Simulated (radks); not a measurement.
The numbers below are computed, except where a source is named.
Ionisation of Eu, [Xe] 4f7 6s2, to Eu+, [Xe] 4f7 6s1, under several functionals. Scalar-relativistic Kohn-Sham, spin-polarised, spherical densities, point nucleus; open shells are filled with parallel spins first (spin-orbit coupling, left out, can overturn this in heavy ions); a radial shooting solver on a logarithmic mesh with Libxc functionals.

[
 {"functional": "BP86", "E(Eu) (hartree)": "-10845.9332", "Exc (hartree)": "-243.9448", "IE (eV)": "5.760", "-e(HOMO) (eV)": "3.598", "<r> HOMO (bohr)": "4.337", "IE error (eV)": "+0.090"},
 {"functional": "exchange-only B88", "E(Eu) (hartree)": "-10841.9182", "Exc (hartree)": "-239.8791", "IE (eV)": "4.871", "-e(HOMO) (eV)": "2.850", "<r> HOMO (bohr)": "4.505", "IE error (eV)": "-0.799"},
 {"functional": "exchange-only LDA", "E(Eu) (hartree)": "-10830.7698", "Exc (hartree)": "-228.6757", "IE (eV)": "4.753", "-e(HOMO) (eV)": "2.765", "<r> HOMO (bohr)": "4.484", "IE error (eV)": "-0.918"},
 {"functional": "RPBE", "E(Eu) (hartree)": "-10844.7808", "Exc (hartree)": "-242.7946", "IE (eV)": "5.567", "-e(HOMO) (eV)": "3.410", "<r> HOMO (bohr)": "4.422", "IE error (eV)": "-0.103"},
 {"functional": "revPBE", "E(Eu) (hartree)": "-10844.6640", "Exc (hartree)": "-242.6767", "IE (eV)": "5.531", "-e(HOMO) (eV)": "3.417", "<r> HOMO (bohr)": "4.403", "IE error (eV)": "-0.140"},
 {"functional": "LDA (Slater exchange, VWN5 correlation)", "E(Eu) (hartree)": "-10837.0006", "Exc (hartree)": "-234.9885", "IE (eV)": "5.824", "-e(HOMO) (eV)": "3.597", "<r> HOMO (bohr)": "4.305", "IE error (eV)": "+0.154"},
 {"functional": "Wu-Cohen GGA", "E(Eu) (hartree)": "-10843.4205", "Exc (hartree)": "-241.4244", "IE (eV)": "5.512", "-e(HOMO) (eV)": "3.474", "<r> HOMO (bohr)": "4.344", "IE error (eV)": "-0.158"},
 {"functional": "PBE", "E(Eu) (hartree)": "-10844.3705", "Exc (hartree)": "-242.3791", "IE (eV)": "5.608", "-e(HOMO) (eV)": "3.459", "<r> HOMO (bohr)": "4.374", "IE error (eV)": "-0.062"}
]

NIST Atomic Spectra Database: 5.670 eV (measured). Closest: PBE. The Delta-SCF values span 1.07 eV, the total energies 15.16 hartree. The highest occupied level is 6s. Open shells are spherical and high-spin; term and fine-structure splittings are not resolved. Spin-orbit splitting is averaged out at the scalar-relativistic level.
